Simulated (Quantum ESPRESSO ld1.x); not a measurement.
The numbers below are computed, except where a source is named.
One sound ld1.x (Quantum ESPRESSO 7.5) input for neutral rhenium gives E = -16682.724 hartree in 27 iterations:

```
 &input
    zed=75.0,
    iswitch=1,
    rel=1,
    lsd=1,
    dft='PZ',
    config='[Xe] 4f14 5d5 6s2',
    prefix='ld1',
    max_out_wfc=37,
    file_charge='ld1.rho',
 /
```

Changed or added lines, one case at a time, and what came of them:

- rel=3: refused. The program stops in ld1_readin with "wrong rel": rel takes 0, 1 or 2.
- atom='Re': harmless. atom and zed name the same element, and the result equals that of the sound run.
- rel=2 cau_fact=47.34 (without lsd): crashed. The program stops in dirsol with "no classical turning point found": with c below Z the Dirac equation of a point nucleus has no 1s solution.
- config='[Xe] 4f14 5d5 6s2 7s3': refused. The program stops in el_config with "wrong occupancy:3": an s shell holds at most 2 electrons.
- rmax=1000.0: harmless. The energy moves by less than 1e-5 hartree against the default mesh (-16682.724 hartree).
- beta=2.0: harmless. The Broyden-type mixing copes: 139 iterations against 27, same energy.
- rmax=6.0: inaccurate. The mesh cuts the orbital tails; the run ends without a warning, but the energy is off by +0.008026 hartree against the default mesh.
